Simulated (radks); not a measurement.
Task: The tellurium ion Te4+, [Kr] 4d10 5s2. Calculated with a radial shooting solver on a logarithmic mesh with Libxc functionals: non-relativistic Kohn-Sham, exchange-only PBE, spin-polarised, spherical densities, point nucleus. Every spin shell is full or empty, so the densities are truly spherical. Functionals are evaluated on that one density, not self-consistently. Rank these exchange functionals by their error against the exact value of the orbitals, and give that value: LDA, B88, PBEsol, revPBE, RPBE, AM05, G96, EV93, SCAN, r2SCAN, Tao-Mo, TASK, MVS.

Result: Exact: -167.566 hartree. From best to worst, with 100 (|E| - |E exact|)/|E exact| (equal figures are ties): B88 +0.03, MVS +0.07, r2SCAN -0.11, SCAN +0.16, RPBE -0.23, revPBE -0.28, EV93 -0.29, G96 +0.35, Tao-Mo -0.81, TASK -2.21, PBEsol -2.24, AM05 -4.47, LDA -4.80.
